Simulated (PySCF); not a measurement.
SMILES CC[C@@H]1C[C@H]1CN, C6H13N

Geometry (Å), atoms numbered from 1 in this order:
```xyz
20

C    -2.9650    0.1348   -0.0426
C    -1.6331    0.6351   -0.5939
C    -0.4974   -0.2700   -0.1786
C     0.1560   -0.0853    1.1598
C     0.9075    0.2489   -0.0973
C     2.0769   -0.6170   -0.5272
N     3.3395   -0.2829    0.1141
H    -3.1889   -0.8555   -0.4329
H    -2.9236    0.0731    1.0424
H    -3.7734    0.8060   -0.3221
H    -1.6834    0.6801   -1.6853
H    -1.4441    1.6465   -0.2273
H    -0.6111   -1.2917   -0.5232
H     0.4519   -0.9650    1.7126
H    -0.1848    0.7266    1.7856
H     1.0499    1.3036   -0.3113
H     2.2247   -0.5290   -1.6084
H     1.8610   -1.6646   -0.2991
H     3.2441   -0.3631    1.1217
H     3.5884    0.6799   -0.0901
```

Level of theory: TDDFT B3LYP/def2-SVPD circular dichroism and optical rotation, one conformer, gas phase (PySCF). Geometry: GFN2-xTB.

The molecule is flexible and this is one conformer; a measurement averages over conformers. States above about 6.5 eV (minus the energy of the highest occupied orbital) lie near or above the ionisation threshold and depend on the basis.

(1) Draw the ECD and absorption spectra from the lowest 16 states, each a Gaussian of half-width 0.25 eV at 1/e height.

## Answers

(1) 
```
E (eV)  λ (nm)  Δε (L mol⁻¹ cm⁻¹)  ε (L mol⁻¹ cm⁻¹)
  5.50     226              +0.18              27.2
  5.60     222              +0.74               115
  5.70     218              +2.28               352
  5.80     214              +5.08               783
  5.90     210              +8.20              1270
  6.00     207              +9.56              1500
  6.10     203              +7.95              1330
  6.20     200              +4.40               971
  6.30     197              +0.95               801
  6.40     194              -1.27               986
  6.50     191              -2.47              1440
  6.60     188              -3.45              1900
  6.70     185              -4.41              2050
  6.80     182              -4.67              1740
  6.90     180              -3.87              1160
  7.00     177              -2.69               692
  7.10     175              -1.61               604
  7.20     172              +0.45               921
  7.30     170              +4.66              1510
  7.40     168              +9.45              2230
  7.50     165             +11.29              2980
  7.60     163              +9.05              3670
  7.70     161              +4.26              4190
  7.80     159              -2.90              4440
  7.90     157             -13.13              4400
  8.00     155             -23.38              4090
```
Δε uses R in velocity form, ε uses f in length form. Only the states computed contribute, so the short-wavelength end is incomplete.

The sign of the CD band at 152 nm isn't settled: the length form gives the opposite one.
